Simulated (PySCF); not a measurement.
PySCF 2.14 output of a UHF calculation on a single atom or ion in aug-cc-pVDZ-PP with ECP60MDF, with a scalar-relativistic core potential:

```
SCF conv_tol = 1e-09
number electrons alpha = 10  beta = 4
cycle= 1 E= -77.4074668096086  delta_E= -0.000685  |g|= 0.00819  |ddm|= 0.0568
cycle= 2 E= -77.4077165982735  delta_E= -0.00025  |g|= 0.00657  |ddm|= 0.0221
cycle= 3 E= -77.4079821030844  delta_E= -0.000266  |g|= 0.00558  |ddm|= 0.0242
cycle= 4 E= -77.4085244221982  delta_E= -0.000542  |g|= 0.00186  |ddm|= 0.087
cycle= 5 E= -77.408570279564  delta_E= -4.59e-05  |g|= 0.000661  |ddm|= 0.0277
cycle= 6 E= -77.4085736765628  delta_E= -3.4e-06  |g|= 0.000148  |ddm|= 0.00893
cycle= 7 E= -77.4085737138232  delta_E= -3.73e-08  |g|= 3.85e-05  |ddm|= 0.00109
cycle= 8 E= -77.4085737171962  delta_E= -3.37e-09  |g|= 6.31e-06  |ddm|= 0.000306
cycle= 9 E= -77.4085737173014  delta_E= -1.05e-10  |g|= 1.81e-06  |ddm|= 4.02e-05
converged SCF energy = -77.4085737173014  <S^2> = 12.002154  2S+1 = 7.0006155
```

The run itself started from symmetry-adapted Hartree-Fock orbitals and held the occupation by maximum overlap, so the iterations belong to that start.

Which element, charge and spin multiplicity is this?

Re⁺ (rhenium, charge +1), multiplicity 7; the state was [Xe] 4f14 5d5 6p1, high-spin 7P determinant (an excited configuration).

Energies and moments cover only the electrons outside the core potential. Spin-orbit coupling, absent here, splits the open shell strongly.
